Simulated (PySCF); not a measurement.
**Gas-phase XPS of hydrosulfide, computed**

Hydrosulfide, HS (charge -1).
SMILES with atom numbers: `[SH-:1]`

The calculation used PySCF 2.14.0, delta-SCF UKS SCAN, pcX-2 on the ionised atom, pcseg-1 elsewhere, spin-free X2C. These are vertical core ionisation energies against the vacuum level, from separate self-consistent calculations with and without the core hole.

Q: What binding energy does each computed site have?

A: 
```csv
atom(s),bonded to,level,binding energy (eV),count
S1,H,S 1s,2468.62,1
```

Q: Express the binding energy of S 1s of S1 in atomic units and per mole.

A: 2468.62 eV = 90.7201 Eh = 238186 kJ/mol.

Not every level is listed. The species carries charge -1, so core ionisation leaves a neutral species. The basis sets have no added diffuse functions. Isolated species at its PBE0-D3(BJ)/def2-SVP geometry, gas phase.

On Arm Neoverse V1, one thread (shared host), this took 1.0 s wall.

---

## C2H6BF: core ionisation energies

C2H6BF.
Numbering: `[CH3:1][B:2]([CH3:3])[F:4]`

The calculation used delta-SCF UKS SCAN, pcX-2 on the ionised atom, pcseg-1 elsewhere, spin-free X2C in PySCF 2.14.0. Each binding energy is the total energy of the core-ionised species, with the hole localised on one atom, minus that of the ground state; both are solved self-consistently, so orbital relaxation is included.

Give the core binding energies atom by atom.

| atom(s) | bonded to | level | binding energy (eV) | count |
| --- | --- | --- | --- | --- |
| F4 | B | F 1s | 692.67 | 1 |
| C1/C3 | 3 H and B | C 1s | 290.38 | 2 |
| B2 | F and 2 C | B 1s | 197.54 | 1 |

Give the binding energy of C 1s of C1/C3 in hartree and in kJ/mol.

290.38 eV = 10.6713 Eh = 28017 kJ/mol.

The first atom of each set that the bonding makes equivalent was ionised and stands for the set. Isolated species at its PBE0-D3(BJ)/def2-SVP geometry, gas phase.
